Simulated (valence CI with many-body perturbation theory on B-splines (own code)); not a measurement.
## E1 line list for Nd⁵⁴⁺

Level of theory: valence CI with perturbative core correlation (CI+MBPT): four valence electrons over a frozen Dirac-Fock core [He], a basis of 11 s, 11 p, 10 d, 8 f, 5 g, 2 h functions for each j, with the one-electron correlation potential Σ1, the two-electron term Σ2, the three-electron term Σ3, Breit, model QED; selected CI, second order for the rest, scaled by the run's own slope (own B-spline code, finite nucleus).

No measured spectrum was set against this ion. As an estimate, large intervals hold to a few tenths of a per cent, small ones and those within an open d or f shell to about a per cent. Among the levels kept, up to 910 cm⁻¹ of a level comes from second order outside the variational space, and about a tenth of that is noise between levels of different J, which matters for small intervals.

Lines 201 to 250 of 550 in falling wavelength, among levels below 8288.4 eV, chosen from the strongest by gf and those to the six lowest levels. Wavelengths and rates use the calculated energies. Electric multipoles are in the length gauge with retardation, E1 and E2 with the static RPA response of the core. Weak lines are less certain than strong ones. Lines between different terms over intervals too small for the method are left out, as are lines whose strength nearly cancels. The highest levels of a list are the least certain.

Levels are named by their leading jj configuration (3d3/2^4 stands for four electrons in 3d with j = 3/2), which in mixed levels can hold well under half, so a name can repeat and another be missing. Letters in brackets count levels of one name in rising energy.

```
λ vac (nm)                           Upper                           Lower   A (s⁻¹)  S (a.u.) with core polarisation  S without
     1.547       (2p1/2^2 2p3/2 3d5/2) J=4          (2s 2p1/2^2 3d5/2) J=3  1.04e+12                         1.72e-02   1.72e-02
     1.546       (2p1/2^2 2p3/2 3p3/2) J=3          (2s 2p1/2^2 3p3/2) J=2  1.21e+12                         1.54e-02   1.55e-02
     1.545  (2s 2p1/2 2p3/2 3p1/2) J=1 [c]          (2s^2 2p1/2 3p1/2) J=0  1.77e+12                         9.69e-03   9.71e-03
     1.545     (2s 2p1/2 2p3/2 3s) J=2 [c]             (2s^2 2p1/2 3s) J=1  1.24e+12                         1.13e-02   1.13e-02
     1.544  (2s 2p1/2 2p3/2 3d5/2) J=3 [d]          (2s^2 2p1/2 3d5/2) J=3  1.69e+12                         2.15e-02   2.15e-02
     1.544   (2p1/2 2p3/2^2 3p1/2) J=1 [b]  (2s 2p1/2 2p3/2 3p1/2) J=2 [c]  1.31e+12                         7.13e-03   7.14e-03
     1.541       (2p1/2^2 2p3/2 3d3/2) J=2          (2s 2p1/2^2 3d3/2) J=2  6.13e+11                         5.54e-03   5.55e-03
     1.541      (2s 2p3/2^2 3d3/2) J=2 [b]          (2s^2 2p3/2 3d3/2) J=1  6.93e+11                         6.25e-03   6.27e-03
     1.540  (2s 2p1/2 2p3/2 3d5/2) J=2 [c]          (2s^2 2p1/2 3d5/2) J=2  1.43e+12                         1.29e-02   1.29e-02
     1.540  (2s 2p1/2 2p3/2 3d5/2) J=2 [d]          (2s^2 2p1/2 3d5/2) J=3  1.65e+12                         1.48e-02   1.49e-02
     1.539     (2s 2p1/2 2p3/2 3s) J=1 [b]             (2s^2 2p1/2 3s) J=0  1.71e+12                         9.24e-03   9.26e-03
     1.538  (2s 2p1/2 2p3/2 3d5/2) J=1 [c]          (2s^2 2p1/2 3d5/2) J=2  1.78e+12                         9.61e-03   9.62e-03
     1.537  (2s 2p1/2 2p3/2 3d3/2) J=1 [d]          (2s^2 2p1/2 3d3/2) J=1  1.10e+12                         5.93e-03   5.94e-03
     1.535  (2s 2p1/2 2p3/2 3p3/2) J=1 [c]          (2s^2 2p1/2 3p3/2) J=1  1.30e+12                         6.97e-03   6.99e-03
     1.535  (2s 2p1/2 2p3/2 3d3/2) J=1 [c]          (2s^2 2p1/2 3d3/2) J=2  1.86e+12                         9.97e-03   9.99e-03
     1.534  (2s 2p1/2 2p3/2 3p3/2) J=2 [d]          (2s^2 2p1/2 3p3/2) J=2  1.07e+12                         9.55e-03   9.56e-03
     1.534       (2p1/2 2p3/2^2 3p1/2) J=0  (2s 2p1/2 2p3/2 3p1/2) J=1 [c]  2.92e+12                         5.21e-03   5.22e-03
     1.532          (2s^2 2p3/2 3d3/2) J=2          (2s^2 2p1/2 3p1/2) J=1  6.53e+11                         5.80e-03   5.81e-03
     1.532     (2s 2p1/2 2p3/2 3s) J=1 [c]             (2s^2 2p1/2 3s) J=1  1.24e+12                         6.59e-03   6.60e-03
     1.531       (2p1/2^2 2p3/2 3d3/2) J=2          (2s 2p1/2^2 3d3/2) J=1  5.64e+11                         5.00e-03   5.00e-03
     1.531       (2p1/2^2 2p3/2 3d5/2) J=3          (2s 2p1/2^2 3d5/2) J=2  5.13e+11                         6.36e-03   6.37e-03
     1.531         (2s 2p3/2^2 3s) J=1 [b]             (2s^2 2p3/2 3s) J=1  2.65e+12                         1.41e-02   1.41e-02
     1.531      (2s 2p3/2^2 3d5/2) J=3 [c]          (2s^2 2p3/2 3d5/2) J=2  7.38e+11                         9.15e-03   9.16e-03
     1.530      (2s 2p3/2^2 3d3/2) J=1 [b]          (2s^2 2p3/2 3d3/2) J=2  2.01e+12                         1.06e-02   1.07e-02
     1.529         (2s 2p3/2^2 3s) J=1 [a]             (2s^2 2p3/2 3s) J=2  1.57e+12                         8.33e-03   8.34e-03
     1.529       (2p1/2^2 2p3/2 3d3/2) J=3          (2s 2p1/2^2 3d3/2) J=2  1.04e+12                         1.29e-02   1.29e-02
     1.528      (2s 2p3/2^2 3p1/2) J=1 [b]          (2s^2 2p3/2 3p1/2) J=2  1.78e+12                         9.38e-03   9.40e-03
     1.527      (2s 2p3/2^2 3p3/2) J=2 [a]          (2s^2 2p3/2 3p3/2) J=3  1.95e+12                         1.72e-02   1.72e-02
     1.527      (2s 2p3/2^2 3d3/2) J=3 [b]          (2s^2 2p3/2 3d3/2) J=3  1.99e+12                         2.45e-02   2.45e-02
     1.527   (2p1/2 2p3/2^2 3p3/2) J=2 [c]  (2s 2p1/2 2p3/2 3p3/2) J=3 [c]  1.13e+12                         9.93e-03   9.95e-03
     1.526      (2s 2p3/2^2 3d5/2) J=4 [b]          (2s^2 2p3/2 3d5/2) J=4  1.96e+12                         3.10e-02   3.10e-02
     1.525  (2s 2p1/2 2p3/2 3p3/2) J=1 [d]          (2s^2 2p1/2 3p3/2) J=2  1.34e+12                         7.04e-03   7.06e-03
     1.525      (2s 2p3/2^2 3d3/2) J=2 [b]          (2s^2 2p3/2 3d3/2) J=2  7.59e+11                         6.65e-03   6.66e-03
     1.524      (2s 2p3/2^2 3p1/2) J=2 [b]          (2s^2 2p3/2 3p1/2) J=2  2.55e+12                         2.23e-02   2.23e-02
     1.524      (2s 2p3/2^2 3p1/2) J=1 [a]          (2s^2 2p3/2 3p1/2) J=1  2.62e+12                         1.38e-02   1.38e-02
     1.524      (2s 2p3/2^2 3p3/2) J=3 [b]          (2s^2 2p3/2 3p3/2) J=3  2.08e+12                         2.55e-02   2.55e-02
     1.522      (2s 2p3/2^2 3d3/2) J=2 [c]          (2s^2 2p3/2 3d3/2) J=3  1.72e+12                         1.49e-02   1.49e-02
     1.521      (2s 2p3/2^2 3d5/2) J=3 [b]          (2s^2 2p3/2 3d5/2) J=4  2.06e+12                         2.51e-02   2.51e-02
     1.521       (2p1/2^2 2p3/2 3p1/2) J=2          (2s 2p1/2^2 3p1/2) J=1  1.11e+12                         9.61e-03   9.63e-03
     1.520  (2s 2p1/2 2p3/2 3d5/2) J=2 [b]          (2s^2 2p1/2 3d3/2) J=2  6.30e+11                         5.46e-03   5.47e-03
     1.516          (2s 2p1/2 2p3/2^2) J=0          (2s^2 2p1/2 2p3/2) J=1  1.54e+12                         2.65e-03   2.65e-03
     1.516       (2p1/2 2p3/2^2 3d5/2) J=3  (2s 2p1/2 2p3/2 3d5/2) J=2 [a]  4.48e+11                         5.39e-03   5.40e-03
     1.515      (2s 2p1/2 2p3/2^2) J=1 [a]          (2s^2 2p1/2 2p3/2) J=2  1.43e+11                         7.39e-04   7.40e-04
     1.514         (2s 2p3/2^2 3s) J=2 [b]             (2s^2 2p3/2 3s) J=2  2.43e+12                         2.08e-02   2.09e-02
     1.514      (2s 2p3/2^2 3d5/2) J=2 [c]          (2s^2 2p3/2 3d5/2) J=3  2.07e+12                         1.77e-02   1.78e-02
     1.514       (2p1/2^2 2p3/2 3d5/2) J=1          (2s 2p1/2^2 3d5/2) J=2  1.34e+12                         6.87e-03   6.88e-03
     1.513       (2p1/2^2 2p3/2 3d3/2) J=1          (2s 2p1/2^2 3d3/2) J=1  1.12e+12                         5.73e-03   5.73e-03
     1.512      (2s 2p3/2^2 3d5/2) J=1 [b]          (2s^2 2p3/2 3d5/2) J=2  1.78e+12                         9.14e-03   9.15e-03
     1.512          (2p1/2^2 2p3/2 3s) J=2             (2s 2p1/2^2 3s) J=1  1.03e+12                         8.77e-03   8.79e-03
     1.511       (2p1/2 2p3/2^2 3d3/2) J=4      (2s 2p1/2 2p3/2 3d3/2) J=4  7.21e+11                         1.10e-02   1.11e-02
```
